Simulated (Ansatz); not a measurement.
A run on C6H14S (`CCCCCCS`) with other settings.

```yaml
crystal:
  periodic: [false, false, false]
  atoms:
    - {symbol: C, position_ang: [-2.167997, -1.025801, 2.165270]}
    - {symbol: C, position_ang: [-1.241194, -0.124532, 1.367961]}
    - {symbol: C, position_ang: [-0.999121, -0.634554, -0.044716]}
    - {symbol: C, position_ang: [-0.141628, 0.275892, -0.911894]}
    - {symbol: C, position_ang: [1.287024, 0.436926, -0.419609]}
    - {symbol: C, position_ang: [2.169959, 1.250270, -1.350949]}
    - {symbol: S, position_ang: [2.467055, 0.504365, -2.978164]}
    - {symbol: H, position_ang: [-1.754203, -2.034333, 2.254638]}
    - {symbol: H, position_ang: [-2.331954, -0.643848, 3.175533]}
    - {symbol: H, position_ang: [-3.144257, -1.114206, 1.680176]}
    - {symbol: H, position_ang: [-0.288243, -0.026888, 1.898497]}
    - {symbol: H, position_ang: [-1.664302, 0.886019, 1.315633]}
    - {symbol: H, position_ang: [-0.535805, -1.628386, 0.004758]}
    - {symbol: H, position_ang: [-1.968332, -0.780291, -0.535539]}
    - {symbol: H, position_ang: [-0.114910, -0.117116, -1.932667]}
    - {symbol: H, position_ang: [-0.611689, 1.265923, -0.975330]}
    - {symbol: H, position_ang: [1.737564, -0.551396, -0.267072]}
    - {symbol: H, position_ang: [1.295266, 0.931140, 0.558570]}
    - {symbol: H, position_ang: [3.133662, 1.469255, -0.888350]}
    - {symbol: H, position_ang: [1.700767, 2.211967, -1.578342]}
    - {symbol: H, position_ang: [3.172347, -0.550418, -2.538404]}
basis:
  gaussian: {orbitals: "6-31G*"}
hamiltonian: {xc: {name: r2SCANh}, dispersion: d3bjatm}
output: {forces: true}
```

```sh
$ ansatz run in.yaml --threads 2 --pin off --events-out ev --progress --plain --max-ram 32768MiB --backend cpu
```

It prints (some lines left out):

```
Functional definition: r2SCANh
1482 factors; integrals over basis functions are off by at most 7.4e-4 eV
mean field evaluation 1: about -17270.4938 eV, gradient 6.3e1 eV
mean field evaluation 2: about -17266.2208 eV, gradient 7.4e1 eV
mean field evaluation 4: about -17280.2804 eV, gradient 2.5e0 eV
mean field evaluation 8: about -17280.5038 eV, gradient 1.6e-1 eV
mean field evaluation 16: about -17280.5039 eV, gradient 8.6e-5 eV
mean field -17280.50389399 eV, -635.0468049578 hartree, gradient 8.6e-5 eV, S^2 0.000000; 0 other end points of the search recorded, 0 dependent functions left out
reference -17280.50390321 eV, -635.0468052966 hartree; 33, 33 occupied and 104, 104 virtual orbitals, 1482 factors
Total energy: -17280.65729588 eV, -635.0524423734 hartree
Atom 0 at    -2.167997    -1.025801     2.165270 Å, force    -0.065097    -0.067724     0.050030 eV/Å
Atom 1 at    -1.241194    -0.124532     1.367961 Å, force     0.048484     0.107110     0.049630 eV/Å
Atom 2 at    -0.999121    -0.634554    -0.044716 Å, force    -0.044314    -0.118382    -0.026794 eV/Å
Atom 3 at    -0.141628     0.275892    -0.911894 Å, force    -0.051388     0.058969    -0.110673 eV/Å
Atom 4 at     1.287024     0.436926    -0.419609 Å, force     0.017984    -0.056090     0.112621 eV/Å
Atom 5 at     2.169959     1.250270    -1.350949 Å, force     0.031595     0.160796     0.096419 eV/Å
Atom 6 at     2.467055     0.504365    -2.978164 Å, force     0.008994    -0.050542    -0.353673 eV/Å
Atom 7 at    -1.754203    -2.034333     2.254638 Å, force     0.030313    -0.066771     0.001726 eV/Å
Atom 8 at    -2.331954    -0.643848     3.175533 Å, force    -0.008721     0.028941     0.068148 eV/Å
Atom 9 at    -3.144257    -1.114206     1.680176 Å, force    -0.063024    -0.003424    -0.036504 eV/Å
Atom 10 at    -0.288243    -0.026888     1.898497 Å, force     0.076100     0.000665     0.044357 eV/Å
Atom 11 at    -1.664302     0.886019     1.315633 Å, force    -0.031989     0.077812    -0.003688 eV/Å
Atom 12 at    -0.535805    -1.628386     0.004758 Å, force     0.036515    -0.077302     0.005569 eV/Å
Atom 13 at    -1.968332    -0.780291    -0.535539 Å, force    -0.075379    -0.006384    -0.038079 eV/Å
Atom 14 at    -0.114910    -0.117116    -1.932667 Å, force    -0.005698    -0.031441    -0.067117 eV/Å
Atom 15 at    -0.611689     1.265923    -0.975330 Å, force    -0.031260     0.077030    -0.005127 eV/Å
Atom 16 at     1.737564    -0.551396    -0.267072 Å, force     0.034407    -0.084818     0.025645 eV/Å
Atom 17 at     1.295266     0.931140     0.558570 Å, force     0.007379     0.044910     0.065857 eV/Å
Atom 18 at     3.133662     1.469255    -0.888350 Å, force     0.068783     0.032261     0.064499 eV/Å
Atom 19 at     1.700767     2.211967    -1.578342 Å, force    -0.030430     0.054992     0.011365 eV/Å
Atom 20 at     3.172347    -0.550418    -2.538404 Å, force     0.046746    -0.080612     0.045789 eV/Å
Dipole moment:     0.005708    -0.027774     0.383101 e Å
```

Run time 8 s (2 threads of an AMD EPYC 7R13 on a shared host); peak host memory 0.88 GiB.
